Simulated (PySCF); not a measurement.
# Energy of Ag (silver, neutral) between two integer charges

The 5s alpha orbital of [Kr] 4d10 5s1 is emptied in steps (occupation f), with all orbitals relaxed, ending at [Kr] 4d10. Computed with PySCF 2.14 in x2c-TZVPall, with the spin-free X2C one-electron Hamiltonian (Gaussian nucleus). The exact energy is a straight line in f; departures are measured from the line between the end points of the same method.

```json
{"f": "1", "UHF (eV)": "0.000", "LDA (eV)": "0.000", "PBE (eV)": "0.000", "PBE0 (eV)": "0.000", "r2SCAN (eV)": "0.000", "LC-wPBE (eV)": "0.000", "BHandHLYP (eV)": "0.000", "wB97X (eV)": "0.000", "M06-2X (eV)": "0.000", "B3LYP (eV)": "0.000"}
{"f": "0.8", "UHF (eV)": "0.020", "LDA (eV)": "-0.528", "PBE (eV)": "-0.520", "PBE0 (eV)": "-0.373", "r2SCAN (eV)": "-0.461", "LC-wPBE (eV)": "-0.003", "BHandHLYP (eV)": "-0.256", "wB97X (eV)": "-0.049", "M06-2X (eV)": "-0.268", "B3LYP (eV)": "-0.421"}
{"f": "0.6", "UHF (eV)": "0.030", "LDA (eV)": "-0.797", "PBE (eV)": "-0.786", "PBE0 (eV)": "-0.563", "r2SCAN (eV)": "-0.698", "LC-wPBE (eV)": "-0.005", "BHandHLYP (eV)": "-0.386", "wB97X (eV)": "-0.070", "M06-2X (eV)": "-0.380", "B3LYP (eV)": "-0.635"}
{"f": "0.4", "UHF (eV)": "0.029", "LDA (eV)": "-0.801", "PBE (eV)": "-0.791", "PBE0 (eV)": "-0.565", "r2SCAN (eV)": "-0.699", "LC-wPBE (eV)": "-0.006", "BHandHLYP (eV)": "-0.388", "wB97X (eV)": "-0.066", "M06-2X (eV)": "-0.354", "B3LYP (eV)": "-0.639"}
{"f": "0.2", "UHF (eV)": "0.019", "LDA (eV)": "-0.536", "PBE (eV)": "-0.531", "PBE0 (eV)": "-0.378", "r2SCAN (eV)": "-0.467", "LC-wPBE (eV)": "-0.005", "BHandHLYP (eV)": "-0.260", "wB97X (eV)": "-0.040", "M06-2X (eV)": "-0.225", "B3LYP (eV)": "-0.428"}
{"f": "0", "UHF (eV)": "0.000", "LDA (eV)": "0.000", "PBE (eV)": "0.000", "PBE0 (eV)": "0.000", "r2SCAN (eV)": "0.000", "LC-wPBE (eV)": "0.000", "BHandHLYP (eV)": "0.000", "wB97X (eV)": "0.000", "M06-2X (eV)": "0.000", "B3LYP (eV)": "0.000"}
```

```
   method  E(f=0) − E(f=1) (eV)  −ε at f=1 (eV)  −ε at f=0.4 (eV)
      UHF                 6.354           6.484             6.327
      LDA                 8.258           4.978             8.908
      PBE                 7.940           4.717             8.571
     PBE0                 7.629           5.306             8.087
   r2SCAN                 7.790           4.953             8.368
  LC-wPBE                 7.325           7.301             7.320
BHandHLYP                 7.424           5.833             7.735
    wB97X                 7.301           6.987             7.382
   M06-2X                 7.408           5.686             7.822
    B3LYP                 7.896           5.283             8.409
```

Orbital energy along the path (eV):

| f | UHF | LDA | PBE | PBE0 | r2SCAN | LC-wPBE | BHandHLYP | wB97X | M06-2X | B3LYP |
| --- | --- | --- | --- | --- | --- | --- | --- | --- | --- | --- |
| 1 | -6.484 | -4.978 | -4.717 | -5.306 | -4.953 | -7.301 | -5.833 | -6.987 | -5.686 | -5.283 |
| 0.8 | -6.428 | -6.260 | -5.971 | -6.219 | -6.030 | -7.314 | -6.458 | -7.126 | -6.462 | -6.305 |
| 0.6 | -6.375 | -7.572 | -7.256 | -7.146 | -7.192 | -7.318 | -7.092 | -7.262 | -7.219 | -7.348 |
| 0.4 | -6.327 | -8.908 | -8.571 | -8.087 | -8.368 | -7.320 | -7.735 | -7.382 | -7.822 | -8.409 |
| 0.2 | -6.281 | -10.260 | -9.915 | -9.042 | -9.535 | -7.334 | -8.390 | -7.472 | -8.265 | -9.489 |
| 0 | -6.239 | -11.613 | -11.279 | -9.993 | -10.714 | -7.371 | -9.067 | -7.512 | -8.893 | -10.588 |

Reference removal energy between the ground levels: 7.576 eV (measured; NIST Atomic Spectra Database, ionization energies). UHF lacks correlation.
